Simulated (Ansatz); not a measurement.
Ligand exchange: Si(CH3)(OH)3 + SiH3(CH3) → Si(CH3)(OH)2(SiH3) + CH4O

Species: Si(CH3)(OH)3, singlet; SiH3(CH3) (methylsilane), singlet; Si(CH3)(OH)2(SiH3), singlet; CH4O (methanol) `CO`, singlet. The partners trade OH for SiH3: Si–OH and C–SiH3 bonds give way to Si–SiH3 and C–OH.

Shapes, held fixed at every level: PBE0-D4/def2-TZVP. Flexible molecules stand in one conformer, not always the lowest. Programs: Ansatz 0.2.0. Electronic energies: no zero-point or thermal term.

```json
{"level": "PBE-D4/def2-TZVPP", "kind": "GGA", "ΔE (kJ/mol)": "+209.1", "less CCSD(T)/CBS estimate": "-27.2"}
{"level": "B3LYP-D4/def2-TZVPP", "kind": "global hybrid", "ΔE (kJ/mol)": "+226.8", "less CCSD(T)/CBS estimate": "-9.5"}
{"level": "PBE0-D4/def2-TZVPP", "kind": "global hybrid", "ΔE (kJ/mol)": "+219.5", "less CCSD(T)/CBS estimate": "-16.8"}
{"level": "wB97X-V/def2-TZVPP", "kind": "range-separated hybrid", "ΔE (kJ/mol)": "+227.8", "less CCSD(T)/CBS estimate": "-8.5"}
{"level": "B2PLYP/def2-TZVPP", "kind": "double hybrid", "ΔE (kJ/mol)": "+236.9", "less CCSD(T)/CBS estimate": "+0.6"}
{"level": "CCSD(T)/def2-TZVPP", "kind": "coupled cluster or CI", "ΔE (kJ/mol)": "+235.3", "less CCSD(T)/CBS estimate": "-1.0"}
{"level": "CCSD(T)/CBS estimate", "kind": "coupled cluster or CI", "ΔE (kJ/mol)": "+236.3", "less CCSD(T)/CBS estimate": "0.0"}
```

The highest level, CCSD(T)/CBS estimate, gives ΔE = +236.3 kJ/mol; the levels span +209.1 to +236.9. The column of differences is taken from that level and isn't an error. No measured value is set beside it here. The CBS estimate extrapolates MP2 from def2-TZVPP and def2-QZVPP and adds CCSD(T) − MP2 in the triple-zeta set, cores frozen.
